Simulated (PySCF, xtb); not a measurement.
CH8FNSi2, SMILES C[SiH2][Si@@H](N)F. One conformer was computed; it need not be the lowest.

Harmonic wavenumbers (cm⁻¹) from GFN2-xTB (xtb) at its own minimum, in rising order: 18, 103, 128, 151, 163, 181, 248, 402, 432, 455, 568, 623, 669, 708, 745, 752, 802, 811, 818, 844, 913, 1373, 1490, 1493, 1527, 2151, 2190, 2268, 3033, 3037, 3044, 3479, 3517.

Problem. What does B3LYP-D3(BJ)/def2-SVP run with PySCF give at its own minimum? (Estimate from the structure and the level; the computed values follow.)

Solution. 44, 93, 144, 185, 207, 296, 323, 413, 440, 460, 598, 671, 693, 720, 809, 852, 878, 890, 911, 934, 942, 1268, 1437, 1440, 1547, 2187, 2206, 2229, 3033, 3125, 3129, 3561, 3653. Paired by order, the mean absolute difference is 52 cm⁻¹ and the zero-point energies are 55.9 and 57.6 kcal/mol.
